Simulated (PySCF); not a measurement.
Species: BrH.
SMILES: `Br`

Level of theory: PBE0/cc-pVDZ geometry optimisation, gas phase (PySCF 2.14.0).

Masses are those of the commonest isotopes; rigid-rotor values at the optimised geometry. 

(1) What are the moment of inertia and the rotational constant?

(2) List the first levels of a rigid rotor in a Σ state.

(3) Where do the first rotational lines fall?

(4) Estimate the classical rotational partition function at 500 K.

Results:

(1) I = 2.025 u·Å², B = 505379 MHz·u·Å²/I = 249542 MHz (8.3238 cm⁻¹, or 11.976 K as hB/k). For two atoms I = μr² with μ = 0.9951 u and r = 1.4266 Å.

(2) E(J) = BJ(J+1): J = 1: 16.648, J = 2: 49.943, J = 3: 99.886, J = 4: 166.477, J = 5: 249.715, J = 6: 349.601 cm⁻¹.

(3) The dipole is 1.08 D; J+1 ← J lies at 2B(J+1): 1 ← 0 at 499.08 GHz, 2 ← 1 at 998.17 GHz, 3 ← 2 at 1497.25 GHz, 4 ← 3 at 1996.34 GHz, 5 ← 4 at 2495.42 GHz, 6 ← 5 at 2994.51 GHz.

(4) Point group C∞v, symmetry number σ = 1; q = kT/(σhB), k/h = 20836.6 MHz/K: 41.7 at 500 K.

Whether it is a minimum is left open (no frequencies). No vibrational averaging or centrifugal distortion is included, and the geometry carries the error of its method.
